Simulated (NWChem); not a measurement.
Basis-set dependence for bromine monochloride (BrCl)

SMILES: BrCl
```xyz
2

Cl     0.0000     0.0000     1.4776
Br     0.0000     0.0000    -0.7177
```
Charge 0, spin multiplicity 1.

All runs are NWChem calculations. The geometry was optimised at B3LYP/def2-SVP, a minimum by its harmonic frequencies.

Hartree-Fock energies in Ha, correlation energies in mHa.

The Hamiltonian is non-relativistic. The correlated methods keep 14 core orbitals frozen. No row is a measurement; the coupled-cluster row has its own basis-set and correlation limits.

```csv
basis,functions,RHF,MP2,SCS-MP2,CCSD,CCSD+T(CCSD),CCSD(T),CR-CCSD[T],CR-CCSD(T)
STO-3G,27,-2999.22682,-18.7,-22.4,-28.1,-28.1,-28.1,-28.1,-28.1
def2-SVP,50,-3031.42209,-363.2,-343.1,-380.2,-388.9,-388.6,-387.2,-387.0
def2-TZVP,85,-3031.90041,-460.6,-440.8,-484.1,-503.4,-503.0,-499.2,-498.9
def2-QZVP,145,-3031.96369,-560.1,-536.9,not run,not run,not run,not run,not run
```

From def2-TZVP to def2-QZVP the Hartree-Fock energy moves by -63.3 mHa and the MP2 correlation energy by -99.5 mHa, which is 18 % of its value in the larger set.
